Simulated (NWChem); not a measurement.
Molecule: HSeBr; SMILES [SeH]Br

```xyz
3

Se     0.0312    -1.1549     0.0000
H     -1.4350    -1.2786     0.0000
Br     0.0107     1.1584     0.0000
```
Atoms are numbered in this order, from 1.

Structure relaxed at the PBE0-D3(BJ)/def2-TZVP level.

Symmetry labels are those of Cs in the frame above (b1 and b2, or b-type labels, depend on it).

**Question.** List the 4 lowest vertical singlet excitations from B3LYP/def2-SVPD, full TDDFT (NWChem).

**Answer.** 
```
state  energy (eV)  oscillator strength  symmetry  leading excitation (squared amplitude)
-----  -----------  -------------------  --------  --------------------------------------
S1            2.61                0.002        a"                      HOMO → LUMO (1.00)
S2            4.23                0.005        a'                    HOMO−1 → LUMO (1.00)
S3            4.91                0.005        a"                    HOMO → LUMO+1 (0.82)
S4            5.06                0.000        a"                    HOMO−2 → LUMO (0.83)
```
